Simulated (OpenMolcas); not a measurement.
**B+: effect of the active space**

- Program: OpenMolcas 26.06
- Method: MS-CASPT2 or its RAS form, IPEA 0.25 Eh, imaginary shift 0.1 Eh
- Basis: ANO-RCC-VTZP
- Scalar Hamiltonian: DKH2, point nucleus
- Spin-orbit coupling: RASSI with atomic mean-field integrals over the reference wave functions, term energies averaged over their components

A. 2 electrons in 4 orbitals (2s 2p); 2S+1 = 3 even, 3 roots; 2S+1 = 1 even, 7 roots; 2S+1 = 3 odd, 3 roots; 2S+1 = 1 odd, 3 roots; closed shells correlated: 1s; CASPT2 step about 2.2 core-seconds
B. 2 electrons in 8 orbitals (2s 2p 3s 3p); 2S+1 = 3 even, 3 roots; 2S+1 = 1 even, 7 roots; 2S+1 = 3 odd, 3 roots; 2S+1 = 1 odd, 3 roots; closed shells correlated: 1s; CASPT2 step about 4 core-seconds
C. 2 electrons in 9 orbitals (RAS2 2s 2p; RAS3 3d, at most 2 electrons); 2S+1 = 3 even, 3 roots; 2S+1 = 1 even, 7 roots; 2S+1 = 3 odd, 3 roots; 2S+1 = 1 odd, 3 roots; closed shells correlated: 1s; CASPT2 step about 5 core-seconds

Energies in cm-1 above 2s2 1S0, the measured ground level; measured values from NIST Handbook of Basic Atomic Spectroscopic Data.

| Level | A | B | C | Measured |
| --- | --- | --- | --- | --- |
| 2s2 1S0 | 0.0 | 0.0 | 0.0 | 0.0 |
| 2s 2p 3P* 0 | 37325 | 37444 | 37187 | 37336 |
| 2s 2p 3P* 1 | 37332 | 37452 | 37194 | 37342 |
| 2s 2p 3P* 2 | 37347 | 37466 | 37209 | 37358 |
| 2s 2p 1P* 1 | 75638 | 75470 | 74186 | 73397 |
| 2p2 3P0 | 99228 | 99267 | 99076 | 98911 |
| 2p2 3P1 | 99235 | 99274 | 99084 | 98920 |
| 2p2 3P2 | 99250 | 99289 | 99098 | 98933 |
| 2p2 1D2 | 104830 | 104571 | 102880 | 102363 |

Deviations, from unrounded energies. A percentage is the sum of absolute deviations over the sum of measured energies, with the sign that they share, or ± where signs differ.

| Against measurement | Levels | A | B | C |
| --- | --- | --- | --- | --- |
| mean absolute deviation (cm-1) | 8 | 710 | 710 | 280 |
| other configurations (%) | 8 | ±1.0 | +1.0 | ±0.4 |

C lies closest to measurement on these levels and A furthest from it. The largest miss of C in the table is 2s 2p 1P* 1, by +790 cm-1. The ranking rests on the paired levels alone, and a cruder setting can come out closer through cancelling errors.

Among A to C the level of the table that moves most is 2p2 1D2, by 2000 cm-1 (lowest in C, highest in A).

Active for correlation alone: 3p 3s; no level in the range computed is led by a configuration that fills them, so any true level of that kind is missing (holds for B). Active for correlation alone: 3d; no level in the range computed is led by a configuration that fills it, so any true level of that kind is missing (holds for C). Measured partners are found by configuration, term and J. A level has none where our copy of the source lacks it or the pairing is in doubt (some pairs that miss far off the trend of their configuration count as doubtful), and it then counts in no deviation. Levels of configurations outside the active space are missing. The table leaves out levels that lie high or whose names do not pair safely across all columns.

* marks odd parity.
